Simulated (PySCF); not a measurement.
## Heteronuclear NMR

Atoms are numbered as in `[O:1]=[CH:2][c:3]1[cH:4][p:5][cH:6][cH:7][p:8]1`; H(Xn) means a hydrogen on atom n.

One conformer, no relativistic terms, no solvent model. GFN2-xTB structure; GIAO PBE0/pcSseg-1 shieldings; PySCF 2.14.

Task: Where does 31P resonate?

Result: 
| atoms | environment | σ (ppm) | δ (ppm) |
| --- | --- | --- | --- |
| P8 | phosphorus bonded to 2 C, in a 6-membered ring | 27.5 | 247.3 |
| P5 | phosphorus bonded to 2 C, in a 6-membered ring | 61.5 | 219.2 |

Shieldings were converted by a linear fit to measured shifts: 31P (scatter 18.1 ppm rms vs H3PO4, solution or neat liquid). A few per cent of atoms miss by over 2 rms, more outside the fitted compound classes.

On a 500 MHz spectrometer 31P resonates near 202.4 MHz, so 1 ppm is 202.4 Hz.

Task: Where does 17O resonate?

Result: 
| atoms | environment | σ (ppm) | δ (ppm) |
| --- | --- | --- | --- |
| O1 | aldehyde oxygen | -332.0 | 569.1 |

Shieldings were converted by a linear fit to measured shifts: 17O: δ = 266.70 − 0.911σ (rms 10.7 ppm, 155 shifts, 12.2 ppm with the 3 outliers that the fit left out vs liquid water, solution or neat liquid). Occasional misses reach two or three times the rms, and more in compound classes unlike the fitted ones.

On a 300 MHz spectrometer 17O resonates near 40.7 MHz, so 1 ppm is 40.7 Hz.
